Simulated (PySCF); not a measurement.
**Spinor energies of Re⁺ (rhenium, charge +1)**

Start: [Xe] 4f14 5d4 6s1 7s1; 5d5/2 filled at m_j = -1/2, +1/2, +3/2, +5/2; 6s1/2 filled at m_j = +1/2; 7s1/2 filled at m_j = +1/2. Calculated with PySCF 2.14 in x2c-TZVPall-2c with one added diffuse shell each of s, p, d type (12s12p11d2f, 117 functions): generalised Hartree-Fock with the X2C-1e Hamiltonian and a Gaussian nucleus; spin-orbit coupling (SO) screened by Boettger's factors. This is a chosen level, not necessarily the ground level.

```
spinor shell  electrons  ε, screened SO (eV)  weight of nominal j (screened SO)  rms radius, screened SO (bohr)
       1s1/2          2             -72061.5                              1.000                          0.0204
       2s1/2          2             -12648.2                              1.000                          0.0824
       2p1/2          2             -12081.4                              1.000                          0.0700
       3s1/2          2              -3003.5                              1.000                           0.210
       3p1/2          2              -2751.0                              1.000                           0.202
       3p3/2          4              -2432.0                              1.000                           0.217
       3d3/2          4              -2012.8                              1.000                           0.192
       3d5/2          6              -1944.2                              1.000                           0.196
       4s1/2          2              -672.58                              1.000                           0.468
       4p1/2          2              -565.88                              1.000                           0.476
       4p3/2          4              -490.74                              1.000                           0.509
       4d3/2          4              -315.08                              1.000                           0.532
       4d5/2          6              -301.10                              1.000                           0.543
       5s1/2          2              -116.48                              1.000                            1.11
       5p1/2          2              -80.052                              0.985                            1.21
       4f5/2          6              -77.434                              0.998                           0.633
       4f7/2          8              -75.151                              0.998                           0.639
       5p3/2          4              -69.947                              0.991                            1.32
       5d5/2          4              -24.663                              0.872                            1.87
       6s1/2          1              -19.489                              0.993                            2.95
       7s1/2          1               -6.346                              1.000                            7.09
```

**Question.** Where does 2p3/2 lie, and what is the 2p spin-orbit splitting (screened SO)?

**Answer.** At -10636.2 eV, 1445.2 eV above 2p1/2.

| quantity | screened SO |
| --- | --- |
| E (hartree) | -16699.85434 |
| M_J | 5 |
| ⟨J²⟩ | 33.879 |
| ⟨L²⟩ | 23.950 |
| ⟨S²⟩ | 3.124 |

The determinant has a definite M_J but mixes levels of different J.

Each row is a mean over spinors that exchange with the open shell spreads, by up to 3.504 eV (5p3/2).

Rows whose weight is well below 1 are mixtures of j = l ± 1/2: exchange outweighs spin-orbit coupling there, and the label is only the starting occupation.

Breit and QED terms are absent; they matter most for the inner s and p1/2 levels.

Densities and radii are taken from the X2C orbitals without a picture-change correction, which distorts them close to the nucleus.
